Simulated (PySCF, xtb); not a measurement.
B(Cl)(Me)(SMe) (C2H6BClS), SMILES CSB(C)Cl.

GFN2-xTB in xtb at its own geometry gives an orbital gap of 4.06 eV and a dipole moment of 3.51 D.

Geometry optimised at PBE0-D3(BJ)/def2-SVP. This is a generated structure with no PubChem entry under its InChIKey; it may be hypothetical. The values are those of a single conformer.

### Question
What does CAM-B3LYP/def2-TZVP (PySCF) give? (An estimate is asked for; the answer gives what the named calculation found.)

### Answer
gap 9.20 eV (levels -8.75 and 0.44 eV), dipole 2.89 D.
